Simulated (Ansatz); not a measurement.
**Which method gave which barrier?**

Saddle point of CH7AsZn, singlet (CH₄Zn ([CH3][ZnH]) + AsH₃ → CH₅AsZn ([CH3][Zn][AsH2]) + H₂; bonds formed: Zn1–As5, H2–H4; bonds broken: Zn1–H2, H4–As5), PBE0-D4/def2-TZVP structure:

```
10
angstrom
Zn 0.1760 -0.4298 -0.0621
H 1.4750 -0.0554 1.0925
C -0.5558 -1.7074 -1.3531
H 1.5529 1.0603 1.1589
As 0.1679 2.0028 0.8425
H -1.1022 -1.1810 -2.1385
H -1.2441 -2.3926 -0.8525
H 0.2403 -2.2971 -1.8127
H -0.3702 3.4374 0.9247
H -0.3397 1.5627 2.2002
```

Ansatz 0.2.0; basis: def2-TZVPP, with def2-QZVPP for the basis limit; cores frozen in the correlated methods. The 3s and 3p shells of Cu and Zn are frozen; filled d shells are correlated. The def2 sets are not built for correlating such inner shells, so the correlated values are less sure here. Extrapolation: Hartree–Fock as exp(−7.88 √X), correlation as X^−2.97. Four methods, as single points on the PBE0-D4 structures, gave these electronic barriers from the start structure: 104.8, 135.9, 169.7, 209.6 kJ/mol.

Task: The methods were, in alphabetical order, BHLYP-D4, HF, r2SCAN-D4, SPW92. Which gave which? (Judge from chemistry; the calculation decides.)

Result: By the calculation: SPW92 104.8; r2SCAN-D4 135.9; BHLYP-D4 169.7; HF 209.6 kJ/mol. For comparison, CCSD(T) at an estimated basis limit (MP2 extrapolated from triple and quadruple zeta, plus CCSD(T) − MP2 in triple zeta) gives 153.1 kJ/mol.

The T1 diagnostic stays at or below 0.014.

Labels in which every atom is bracketed show which atoms are joined, not bond orders.

For scale, one of the runs: CCSD(T)/def2-TZVPP, 241 basis functions, launched by `ansatz run in.yaml --threads 8 --pin off --events-out ev --progress --plain --max-ram 19148MiB`. Hardware: 8 CPU threads of an Arm Neoverse V1, shared host. Wall time 110 s; peak host memory 4.6 GiB.
